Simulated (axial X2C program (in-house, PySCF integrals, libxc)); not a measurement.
## Worked dissociation energy of YS⁻: CCSD, scalar-relativistic

Computed with an axial X2C code built on PySCF integrals. Spin-free means the one-electron spin-free X2C Hamiltonian. Basis: Y dyall-acv3z [12s13p10d6f3g], S dyall-av3z [9s8p3d2f] (cores contracted in-house); Gaussian nuclei, density fitting, unrestricted open shells. Masses: Y 88.906 u, S 31.972 u.

Molecular state: M_S = 0, Λ = 0 (closed shell).

Correlated methods: 10 electrons correlated (number of frozen shells: Y 4 s, 3 p, 1 d; S 2 s, 1 p), 326 virtual spin orbitals or spinors in MP2, 88 natural virtuals in coupled cluster.

```
E(Y) (2M_S = 1, M_L = 0)  : -3383.005020 hartree
E(S-) (2M_S = 1, M_L = 0) : -398.808464 hartree
E(YS⁻) at Re              : -3781.991613 hartree
ωe                        : 433.9 cm⁻¹
ωexe                      : 0.944 cm⁻¹
```

Task: Work out De and D0.

Result: De = -3383.005020 + (-398.808464) − (-3781.991613) = 0.17813 hartree = 4.847 eV. The zero-point energy is ωe/2 − ωexe/4 = 217 cm⁻¹ = 0.027 eV, so D0 = 4.820 eV.

One determinant describes the state; a PBE0 search over occupations chose it and may have missed a lower one. The closed shell is kept restricted, so the energy runs too high when the bond is stretched far. Dissociation energies refer to the lowest single-determinant-based atoms at the same level and basis. CCSD ran in a truncated set of natural virtual spinors with an MP2 remainder; without triples it tends to underbind. The outer-core s and p shells of the metal are frozen in the correlated rows, which leaves out core–valence correlation; for alkali and alkaline-earth bonds that tends to lengthen them. With the outer-core shells frozen, correlated bond lengths of heavy atoms tend to come out a few hundredths of an ångström too long.

Each atomic determinant is the lowest at this level and need not be a pure term. Totals compare only within one Hamiltonian and basis.
